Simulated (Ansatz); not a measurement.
BClFHSe (`FB(Cl)[SeH]`), relaxed with RKS PBE-D4/def2-SVP in Ansatz 0.2.0 from a rough embedded geometry. The force threshold is 0.03 eV/Å; the program also tests the step.

The species carries charge 0 and has multiplicity 1.

Start:

```xyz
5

F    -0.329   -1.679   -0.709
B     0.215   -0.516    0.057
Cl    0.754   -0.752    1.809
Se    0.404    1.279   -0.862
H    -1.044    1.668   -0.294
```

```
        step  energy (eV)  largest force (eV/Å)  largest move (Å)
           1  -81251.0148                 2.776             0.000
           2  -81251.5815                 2.112             0.120
3 (rejected)  -81251.4940                 1.544             0.187
           4  -81251.7001                 0.684             0.048
           5  -81251.7190                 0.437             0.045
           6  -81251.7741                 0.560             0.138
           7  -81251.8259                 1.177             0.191
           8  -81251.9107                 1.392             0.168
9 (rejected)  -81251.8331                 1.416             0.195
          10  -81252.0381                 0.819             0.095
          11  -81252.1003                 0.584             0.100
          12  -81252.1468                 0.521             0.142
          13  -81252.1660                 0.145             0.060
          14  -81252.1669                 0.014             0.010
```

End:

```xyz
5

F     0.254   -1.724   -0.713
B     0.103   -0.584   -0.043
Cl    0.257   -0.613    1.714
Se   -0.278    1.024   -1.077
H    -0.336    1.897    0.120
```

Hardware: 2 threads of an AMD EPYC 7R13 on a shared host. Wall time 14 s, peak host memory 0.18 GiB.
